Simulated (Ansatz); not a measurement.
```yaml
crystal:
  periodic: [false, false, false]
  atoms:
    - {symbol: C, position_ang: [-4.955055, 1.696881, 0.936174]}
    - {symbol: C, position_ang: [-3.692976, 1.036211, 0.285139]}
    - {symbol: C, position_ang: [-3.351367, -0.349463, 0.885640]}
    - {symbol: C, position_ang: [-2.150259, -1.027019, 0.193324]}
    - {symbol: C, position_ang: [-0.800670, -0.317949, 0.419843]}
    - {symbol: C, position_ang: [0.345012, -1.137645, -0.112400]}
    - {symbol: C, position_ang: [1.691825, -0.471043, 0.030095]}
    - {symbol: C, position_ang: [2.898696, -1.217803, -0.553058]}
    - {symbol: C, position_ang: [4.227772, -0.611550, -0.229325]}
    - {symbol: C, position_ang: [4.489094, 0.867286, -0.772676]}
    - {symbol: Se, position_ang: [4.129603, 0.931547, -2.656305]}
    - {symbol: H, position_ang: [-4.863539, 1.795255, 1.985665]}
    - {symbol: H, position_ang: [-5.834540, 1.065173, 0.764197]}
    - {symbol: H, position_ang: [-5.227225, 2.672926, 0.522342]}
    - {symbol: H, position_ang: [-2.861181, 1.730772, 0.437084]}
    - {symbol: H, position_ang: [-3.851246, 0.979805, -0.828609]}
    - {symbol: H, position_ang: [-3.214578, -0.274416, 1.975082]}
    - {symbol: H, position_ang: [-4.241872, -0.943304, 0.719843]}
    - {symbol: H, position_ang: [-2.371820, -1.109752, -0.875464]}
    - {symbol: H, position_ang: [-2.094734, -2.093357, 0.600270]}
    - {symbol: H, position_ang: [-0.694557, -0.212643, 1.499749]}
    - {symbol: H, position_ang: [-0.773115, 0.649592, -0.005669]}
    - {symbol: H, position_ang: [0.347897, -2.164992, 0.342493]}
    - {symbol: H, position_ang: [0.209363, -1.269866, -1.230953]}
    - {symbol: H, position_ang: [1.674745, 0.580219, -0.360668]}
    - {symbol: H, position_ang: [1.940175, -0.294354, 1.208358]}
    - {symbol: H, position_ang: [2.786233, -1.280467, -1.571016]}
    - {symbol: H, position_ang: [2.878397, -2.267881, -0.111294]}
    - {symbol: H, position_ang: [4.498712, -0.570332, 0.893369]}
    - {symbol: H, position_ang: [4.981704, -1.212550, -0.661756]}
    - {symbol: H, position_ang: [3.809106, 1.531960, -0.187595]}
    - {symbol: H, position_ang: [5.511482, 1.163995, -0.553369]}
    - {symbol: H, position_ang: [4.559201, 2.423905, -2.759705]}
basis:
  gaussian: {orbitals: STO-3G}
hamiltonian: {xc: {name: wB97M-V}, pseudopotentials: {relativity: none}}
accuracy: high
```

```sh
$ ansatz run in.yaml --threads 4 --pin off --events-out ev --progress --plain --max-ram 6963MiB
```

Shortened log:

```
Functional definition: wB97M-V
1983 factors; integrals over basis functions are off by at most 2.4e-8 eV
612 factors; integrals over basis functions are off by at most 1.6e-9 eV
mean field evaluation 1: about -75224.6596 eV, gradient 1.8e1 eV
mean field evaluation 2: about -75225.8162 eV, gradient 8.2e0 eV
mean field evaluation 4: about -75226.0241 eV, gradient 4.7e-1 eV
mean field evaluation 8: about -75225.8220 eV, gradient 1.6e-2 eV
mean field evaluation 16: about -75225.8220 eV, gradient 1.7e-6 eV
mean field -75225.82201797 eV, -2764.4979692670 hartree, gradient 2.5e-8 eV, S^2 0.000000; 0 other end points of the search recorded, 0 dependent functions left out
reference -75225.82202385 eV, -2764.4979694830 hartree; 58, 58 occupied and 32, 32 virtual orbitals, 1983 factors
Total energy: -75225.82202385 eV, -2764.4979694830 hartree
```

Hardware: 4 threads of Arm Neoverse V1 on a shared host. Wall time 1.8 min, peak host memory 1.3 GiB.
